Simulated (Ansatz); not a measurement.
Basis-set extrapolation for CH₂AlBF₂, SMILES `F[CH]1[BH][Al]1[F]` (PBE0-D4/def2-TZVP geometry, frozen core, Ansatz 0.2.0). Multiplicity 1, RHF reference.

```csv
,def2-TZVPP,def2-QZVPP
HF,-504.614218,-504.633204
MP2 correlation,-0.838899,-0.909353
CCSD(T) correlation,-0.889951,not run
```

Energies in hartree. Use E(X) = E(∞) + A·exp(−7.88·√X) for Hartree–Fock and E(X) = E(∞) + B·X^(−2.97) for correlation, with X = 3 and 4, and add CCSD(T) minus MP2 of the smaller set to the MP2 limit.

Question: What is the CCSD(T) energy at the basis-set limit?

Answer: HF limit: -504.633204 + (-0.018986) × 0.13774 = -504.63582. MP2 limit: -0.909353 + (-0.070454) × 0.74074 = -0.96154. Higher-order term: -0.889951 − (-0.838899) = -0.05105. Total: -505.64841 hartree, 90.5 kcal/mol below CCSD(T)/def2-TZVPP.
